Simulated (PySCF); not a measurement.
An unknown gives this computed stick spectrum. Theory: TDDFT CAM-B3LYP/def2-SVPD, vertical, gas phase, core orbitals frozen in the response (PySCF). Geometries: GFN2-xTB, one conformer each.

```
state  λ (nm)       f
   S1   226.6   0.033
   S2   219.5  0.0012
   S3   208.6   0.013
   S4   198.1   0.041
   S5   196.4   0.027
   S6   192.8   0.047
   S7   188.9   0.024
   S8   184.5   0.022
```

Orbital energies (eV): HOMO-3 -10.36, HOMO-2 -9.86, HOMO-1 -8.67, HOMO -7.89, LUMO 0.70, LUMO+1 0.88, LUMO+2 1.00.

Question: Which structure fits? All have the formula C2H9PSSi2.
A. `[SiH3]/C=C/S[SiH2]P`
B. `[SiH2](P)[Si@H]1CCS1`
C. `P1[SiH2]CCS[SiH2]1`
D. `[SiH3]/C=C\S[SiH2]P`

Answer: C. Its S1, at 5.47 eV, is the highest among the candidates; the nearest of the others has S1 at 5.18 eV. S1 is HOMO→LUMO (48%), HOMO→LUMO+1 (24%). Löwdin shares by element: HOMO sulfur 48%, phosphorus 27%, silicon 6% or more, carbon 6% or more; LUMO silicon 33%, sulfur 18%, phosphorus 12% (atoms not listed hold the other 37%). At the same level the other candidates give, for their lowest levels:
- `[SiH3]/C=C/S[SiH2]P`: 240 nm (f 0.025); 223 nm (f 0.307); 215 nm (f 0.032); 198 nm (f 0.007); 193 nm (f 0.005); T1 3.79 eV; HOMO -7.84, LUMO 0.47 eV
- `P[SiH2][Si@H]1CCS1`: 263 nm (f 0.009); 247 nm (f 0.003); 219 nm (f 0.003); 209 nm (f 0.008); 203 nm (f 0.019); T1 4.39 eV; HOMO -7.84, LUMO 0.00 eV
- `[SiH3]/C=C\S[SiH2]P`: 239 nm (f 0.019); 226 nm (f 0.256); 214 nm (f 0.029); 197 nm (f 0.013); 195 nm (f 0.006); T1 3.73 eV; HOMO -7.88, LUMO 0.41 eV
Triplets come from the Tamm–Dancoff approximation.
